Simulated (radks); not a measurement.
Q: Radial electron density D(r) = 4 pi r^2 rho(r) of an atom or ion with 41 electrons. Method: Dirac Kohn-Sham, PBE, spin-unpolarised, spherical densities, finite nucleus; Fermi nuclear charge, rms radius of each element as measured or else 0.836 A^(1/3) + 0.57 fm; computed with a radial shooting solver on a logarithmic mesh with Libxc functionals.

r (bohr),D(r) (e/bohr)
0.00117,1.206
0.001351,1.561
0.001548,1.987
0.001788,2.558
0.002065,3.283
0.002366,4.142
0.002732,5.276
0.003155,6.687
0.003644,8.428
0.004175,10.42
0.004821,12.96
0.005568,15.98
0.006379,19.30
0.007367,23.30
0.008508,27.78
0.009748,32.35
0.01126,37.39
0.013,42.40
0.01501,47.03
0.0172,50.72
0.01987,53.52
0.02294,54.89
0.02629,54.72
0.03036,53.15
0.03506,50.65
0.04017,48.25
0.04639,46.70
0.05357,47.19
0.06187,50.27
0.07088,55.25
0.08186,61.37
0.09454,66.22
0.1083,67.64
0.1251,64.66
0.1445,57.77
0.1655,50.10
0.1911,44.14
0.2208,42.90
0.2549,46.17
0.2921,50.50
0.3373,52.19
0.3896,48.09
0.4463,39.29
0.5154,28.01
0.5953,18.69
0.682,13.79
0.7876,12.36
0.9096,12.61
1.051,12.35
1.204,10.83
1.39,8.262
1.605,5.627
1.839,3.660
2.124,2.265
2.453,1.406
2.81,0.8843
3.246,0.5069
3.748,0.2570
4.329,0.1098
4.959,0.04026
5.727,0.01077
6.615,0.002118
7.578,0.0003312

What is the nuclear charge?

A: Z = 43. The innermost maximum, from 1s, lies near gamma/Z bohr with gamma = sqrt(1 - (Z/c)^2) = 0.949, here 0.0221 bohr (found: 0.0241), and its height grows with Z. The density is that of the technetium ion Tc2+ in [Kr] 4d4 5s1; the configuration itself is not fixed sharply by these data, and Z only to a few units. D(r) has 4 maxima, at r = 0.0241, 0.107, 0.329, 0.954 bohr, and minima at 0.0483, 0.212, 0.800 bohr, inside which lie 2.05, 11.09, 29.28 electrons.
